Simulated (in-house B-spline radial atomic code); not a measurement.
Configurations of the phosphorus ion P²⁺, with energies counted from [Ne] 3s2 3p1. Level of theory: non-relativistic r2SCAN0, spin-polarised, spherical fractional occupations, exact exchange averaged over the configuration, point nucleus; calculated with a radial B-spline atomic code at the basis-set limit. Shells without spins written out take the highest spin.

Occupations are held fixed; configurations that lie above the ionisation limit could autoionise.

```json
{"configuration": "[Ne] 3s2 3d1", "E - E(ref) (eV)": "13.157", "highest orbital": "3d up", "its <r> (bohr)": "2.602"}
{"configuration": "[Ne] 3s2 4p1", "E - E(ref) (eV)": "17.328", "highest orbital": "4p up", "its <r> (bohr)": "4.643"}
{"configuration": "[Ne] 3s1 3p1 4d1", "E - E(ref) (eV)": "28.518", "highest orbital": "4d up", "its <r> (bohr)": "5.737"}
{"configuration": "[Ne] 3s1 3p1 4f1", "E - E(ref) (eV)": "29.982", "highest orbital": "4f up", "its <r> (bohr)": "5.739"}
{"configuration": "[He] 2s2 2p5 3s2 3p1 4d1", "E - E(ref) (eV)": "157.5", "highest orbital": "4d up", "its <r> (bohr)": "5.459"}
```

(1) Order these further configurations by energy, lowest first.
A. [Ne] 3s2 4s1
B. [He] 2s2 2p5 3s2 3p1 4s1
C. [Ne] 3s2 4d1
D. [He] 2s2 2p5 3s2 3p2
E. [Ne] 3s1 3p2

## Answers

(1) E (6.0637 eV), A (14.564 eV), C (20.965 eV), D (132.61 eV), B (150.88 eV).
